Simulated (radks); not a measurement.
The numbers below are computed, except where a source is named.
All-electron atom: Mn III in [Ar] 3d4 4f1 (not the ground configuration).

Level of theory: non-relativistic Kohn-Sham, r2SCAN, spin-polarised, spherical densities, point nucleus; open shells are filled with parallel spins first; meta-GGA in the generalised Kohn-Sham scheme (a radial shooting solver on a logarithmic mesh with Libxc functionals).

Energy parts (Ry):
total: -2298.28935
kinetic: 2296.57143
electron-nucleus: -5410.94255
Hartree: 918.29624
exchange-correlation: -102.21448

Orbitals (lengths in bohr, moments of r in powers of bohr; <r^-3> diverges for s and p1/2; r(90%) holds 90 % of the orbital's charge):
| orbital | occ. | eigenvalue (Ry) | <r^2> | <r^-3> | r(90%) |
|---|---|---|---|---|---|
| 1s down | 1 | -472.4407 | 0.005087 | - | 0.110 |
| 1s up | 1 | -472.4382 | 0.005087 | - | 0.110 |
| 2s up | 1 | -56.87478 | 0.09397 | - | 0.437 |
| 2s down | 1 | -56.68021 | 0.09347 | - | 0.436 |
| 2p up | 3 | -48.96087 | 0.07586 | 403.9 | 0.407 |
| 2p down | 3 | -48.81471 | 0.07535 | 405.9 | 0.405 |
| 3s up | 1 | -8.82718 | 0.8310 | - | 1.27 |
| 3s down | 1 | -8.38086 | 0.8421 | - | 1.28 |
| 3p up | 3 | -6.51685 | 0.9266 | 50.80 | 1.36 |
| 3p down | 3 | -6.07079 | 0.9427 | 49.56 | 1.37 |
| 3d up | 4 | -2.81192 | 1.311 | 4.851 | 1.70 |
| 3d down | 0 | -2.35925 | 1.387 | 4.714 | 1.76 |
| 4s up | 0 | -1.82998 | 6.565 | - | 3.52 |
| 4p up | 0 | -1.36207 | 9.072 | 5.376 | 4.18 |
| 4d up | 0 | -0.78106 | 19.02 | 0.3648 | 6.04 |
| 4f up | 1 | -0.45235 | 38.48 | 0.01186 | 8.52 |

The highest occupied level is 4f up at -6.155 eV. The configuration is held as typed, so some empty levels lie below it. Virial ratio -V/T = 2.00075. The spin density at the nucleus is -0.756 e/bohr^3 (1s 0.025, 2s -2.141, 3s 1.361), a Fermi contact field of -39.6 T. The electron density at the nucleus is 1.056e+04 e/bohr^3.
